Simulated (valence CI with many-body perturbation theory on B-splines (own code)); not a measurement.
## K XV: calculated level list

Method: valence CI with perturbative core correlation (CI+MBPT): three valence electrons over a frozen Dirac-Fock core [He], a basis of 11 s, 11 p, 10 d, 8 f, 5 g, 2 h functions for each j, with the one-electron correlation potential Σ1, the two-electron term Σ2, the three-electron term Σ3, Breit, model QED; selected CI, second order for the rest, scaled by the run's own slope (own B-spline code, finite nucleus).

No measured levels were compared; by estimate levels of excited configurations hold to 0.05 to 0.15 % of their energy, terms of the ground configuration to about 0.5 %.

Levels 1 to 45 of 192, with energies above the lowest level, 2s2 2p 2P°_1/2. "Leading %" is the weight of the configuration and term that name the level; weights of strongly mixed levels are sums over their largest components and can fall short. Lifetimes count E1, E2, E3, M1 and M2 decay at the calculated energies, and are blank where another channel may lead or the interval is too uncertain; long ones can be off by a factor of two.

```tsv
No.	Configuration	Term	J	E (eV)	Leading %	g	Second component	Lifetime
1	2s2 2p	2P°	1/2	0.00	97	0.663		
2	2s2 2p	2P°	3/2	3.60	97	1.332		4.54 ms
3	2s 2p2	4P	1/2	30.75	99	2.663		141 ns
4	2s 2p2	4P	3/2	32.14	100	1.732		1.08 μs
5	2s 2p2	4P	5/2	33.95	99	1.596		257 ns
6	2s 2p2	2D	3/2	55.06	99	0.802		241 ps
7	2s 2p2	2D	5/2	55.26	99	1.201		300 ps
8	2s 2p2	2S	1/2	68.59	73	1.646	27 % 2s 2p2 2P	56.8 ps
9	2s 2p2	2P	1/2	72.98	73	1.023	27 % 2s 2p2 2S	41.9 ps
10	2s 2p2	2P	3/2	74.32	99	1.328		36.2 ps
11	2p3	4S°	3/2	96.09	99	1.993		39.8 ps
12	2p3	2D°	3/2	108.42	96	0.820		103 ps
13	2p3	2D°	5/2	108.81	100	1.198		102 ps
14	2p3	2P°	1/2	121.46	97	0.663		44.9 ps
15	2p3	2P°	3/2	122.26	93	1.317		45.9 ps
16	2s2 3s	2S	1/2	482.73	94	2.001	4 % 2p2 3s 2S	1.48 ps
17	2s2 3p	2P°	1/2	497.73	91	0.665	4 % 2p2 3p 2P°	16.7 ps
18	2s2 3p	2P°	3/2	498.72	91	1.333	4 % 2p2 3p 2P°	16.5 ps
19	2s2 3d	2D	3/2	512.66	94	0.799	5 % 2p2 3d 2D	225 fs
20	2s2 3d	2D	5/2	512.94	94	1.200	5 % 2p2 3d 2D	228 fs
21	2s 2p 3s	4P°	1/2	513.40	98	2.656		1.28 ps
22	2s 2p 3s	4P°	3/2	514.50	97	1.726		1.26 ps
23	2s 2p 3s	4P°	5/2	516.79	98	1.599		1.22 ps
24	2s 2p 3s	2P°	1/2	520.96	95	0.674		1.70 ps
25	2s 2p 3s	2P°	3/2	523.43	94	1.337		1.51 ps
26	2s 2p 3p	4D	1/2	526.75	70	0.199	27 % 2s 2p 3p 2P	1.96 ps
27	2s 2p 3p	4D	3/2	527.72	75	1.236	22 % 2s 2p 3p 2P	2.54 ps
28	2s 2p 3p	2P	1/2	529.02	66	0.494	29 % 2s 2p 3p 4D	748 fs
29	2s 2p 3p	2P	3/2	529.32	61	1.362	22 % 2s 2p 3p 4D	868 fs
30	2s 2p 3p	4D	5/2	529.40	97	1.374		428 ps
31	2s 2p 3p	4D	7/2	531.44	99	1.428		916 ps
32	2s 2p 3p	4S	3/2	532.34	74	1.872	12 % 2s 2p 3p 4P	4.07 ps
33	2s 2p 3p	4P	1/2	533.31	97	2.645		29.3 ps
34	2s 2p 3p	4P	3/2	534.72	79	1.715	14 % 2s 2p 3p 4S	8.38 ps
35	2s 2p 3p	4P	5/2	535.46	90	1.565	8 % 2s 2p 3p 2D	6.21 ps
36	2s 2p 3p	2D	3/2	535.59	89	0.876		509 fs
37	2s 2p 3p	2D	5/2	537.84	90	1.230	8 % 2s 2p 3p 4P	516 fs
38	2s 2p 3d	4F°	3/2	539.79	96	0.421		5.99 ps
39	2s 2p 3d	4F°	5/2	540.46	94	1.043		3.25 ps
40	2s 2p 3d	4F°	7/2	541.50	94	1.248	6 % 2s 2p 3d 4D°	2.39 ps
41	2s 2p 3p	2S	1/2	541.50	96	1.986		451 fs
42	2s 2p 3d	4F°	9/2	543.19	100	1.333		3.63 ns
43	2s 2p 3d	4D°	5/2	544.07	39	1.407	35 % 2s 2p 3d 4P°	220 fs
44	2s 2p 3s	2P°	1/2	544.18	66	0.493	28 % 2s 2p 3d 4D°	345 fs
45	2s 2p 3d	4D°	3/2	544.23	60	1.238	14 % 2s 2p 3d 4P°	196 fs
```

Names give the largest LS component (configuration and term), which can be under half, so a name can repeat, a term be missing and a line seem to break the LS rules; names also repeat where a configuration has a term twice.

The ionisation energy to 2s2 1S_0 of the next ion comes out as 860.93 eV (NIST: 860.92 ± 0.25 eV (semi-empirical)). All 192 levels together are meant to be complete up to 724.71 eV.
